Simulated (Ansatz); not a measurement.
A CCSD(T) single point on `OBO[SiH2][SiH3]`.

```yaml
crystal:
  periodic: [false, false, false]
  atoms:
    - {symbol: O, position_ang: [0.150981, 2.462747, 1.932253]}
    - {symbol: B, position_ang: [0.236957, 1.384505, 1.120460]}
    - {symbol: O, position_ang: [-0.873372, 0.893002, 0.505848]}
    - {symbol: Si, position_ang: [-1.094885, -0.387292, -0.524587]}
    - {symbol: Si, position_ang: [0.898342, -1.534859, -0.986264]}
    - {symbol: H, position_ang: [-0.749076, 2.798017, 1.998995]}
    - {symbol: H, position_ang: [1.317045, 0.885712, 0.966475]}
    - {symbol: H, position_ang: [-2.084061, -1.303446, 0.102310]}
    - {symbol: H, position_ang: [-1.686262, 0.143796, -1.781158]}
    - {symbol: H, position_ang: [1.892894, -0.644095, -1.640823]}
    - {symbol: H, position_ang: [1.492984, -2.099130, 0.254295]}
    - {symbol: H, position_ang: [0.575552, -2.654354, -1.913806]}
basis:
  gaussian: {orbitals: def2-TZVPP}
correlation: {method: ccsd_t}
output: {orbitals: {seedname: orbitals}}
```

```sh
$ ansatz run in.yaml --threads 4 --pin off --events-out ev --progress --plain
```

The program prints (abridged):

```
Functional definition: HF
1620 factors; integrals over basis functions are off by at most 7.9e-4 eV
mean field evaluation 1: about -20583.0235 eV, gradient 4.7e1 eV
mean field evaluation 2: about -20583.2997 eV, gradient 4.7e1 eV
mean field evaluation 4: about -20587.9772 eV, gradient 4.1e0 eV
mean field evaluation 8: about -20588.0599 eV, gradient 3.6e-1 eV
mean field -20588.06030061 eV, -756.5972609589 hartree, gradient 6.6e-6 eV, S^2 0.000000; 0 other end points of the search recorded, 0 dependent functions left out
13 core orbitals not correlated: weight in the atoms' cores, before any rotation towards them, 1.000 or more for the frozen orbitals, at most 0.000 for the correlated occupied ones
reference -20588.06030061 eV, -756.5972609589 hartree; 15, 15 occupied and 247, 247 virtual orbitals, 1620 factors
second order -22.35837111 eV of doubles, -0.00000000 eV of singles
cycle   1  -23.02794273 eV  change   -6.7e-1 eV  update   1.1e-1
cycle   2  -23.65577936 eV  change   -6.3e-1 eV  update   3.4e-2
cycle   3  -23.79280746 eV  change   -1.4e-1 eV  update   1.8e-2
cycle   4  -23.77519033 eV  change    1.8e-2 eV  update   4.3e-3
cycle   5  -23.77413847 eV  change    1.1e-3 eV  update   1.9e-3
cycle   6  -23.77469904 eV  change   -5.6e-4 eV  update   5.2e-4
cycle   7  -23.77433368 eV  change    3.7e-4 eV  update   1.7e-4
cycle   8  -23.77428112 eV  change    5.3e-5 eV  update   5.0e-5
cycle   9  -23.77430513 eV  change   -2.4e-5 eV  update   2.0e-5
perturbative correction -0.83909626 eV, -0.0308362187 hartree
Total energy: -20612.67370200 eV, -757.5017867764 hartree
```

It took 100 s on 4 threads of a server CPU on a shared host, with 7.3 GiB of host memory at the peak.

MP2 recovers 90.8 % of the CCSD(T) correlation energy and the triples give 3.4 %; T1 = 0.0134.
